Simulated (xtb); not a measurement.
The molecule TeN, multiplicity 2 (lowest of 2S+1 = 2, 4 at CCSD(T)/def2-TZVPP on PBE0 minima; our sources give no spin for the ground state, which may be another). No spin–orbit coupling. The T1 diagnostic near the minimum is 0.065, so single-reference values are doubtful.

Seven points along R, fitted to fifth degree in 1/R; most abundant isotopes. In def2 and cc sets the state is the lowest found near the PBE0 minimum, followed along R.

The values were computed with xtb for the GFN methods. Each number belongs to the level named beside it. The GFN methods have no spin term and hold the electronic entropy of 300 K.

Energies at GFN1-xTB:

```json
[
 {"R (Å)": "1.722717", "E (hartree)": "-6.80975850"},
 {"R (Å)": "1.769027", "E (hartree)": "-6.81788723"},
 {"R (Å)": "1.811632", "E (hartree)": "-6.82155773"},
 {"R (Å)": "1.859794", "E (hartree)": "-6.82232629"},
 {"R (Å)": "1.907956", "E (hartree)": "-6.82033871"},
 {"R (Å)": "1.963527", "E (hartree)": "-6.81547561"},
 {"R (Å)": "2.028361", "E (hartree)": "-6.80727027"}
]
```

**Question.** With a reduced mass of 12.6405 u, find the minimum, the force constant and the constants.

**Answer.** A fifth-degree polynomial in 1/R puts the minimum at r_e = 1.8473 Å with force constant 553 N/m. Then ω_e = (1/2πc)√(k/μ) = 861 cm⁻¹ and B_e = h/(8π²cμr_e²) = 0.3908 cm⁻¹; the cubic and quartic terms give α_e = 0.0027 and ω_e x_e = 3.5 cm⁻¹.
